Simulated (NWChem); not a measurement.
# SeO, triplet; SMILES O=[Se]

Program: NWChem. Spin-unrestricted. The geometry was optimised at PBE0/def2-SVP, spin-unrestricted. No stability test was run on the SCF state.

### Question
Estimate the computed values for PBE0/def2-SVPD. Quantities: highest occupied level (eV); lowest empty minus highest occupied level, either spin (eV); dipole (D); <S²>.

### Answer
```json
{
 "highest occupied level (eV)": "-7.62",
 "lowest empty minus highest occupied level, either spin (eV)": "3.99",
 "dipole (D)": "2.20",
 "<S²>": "2.01"
}
```
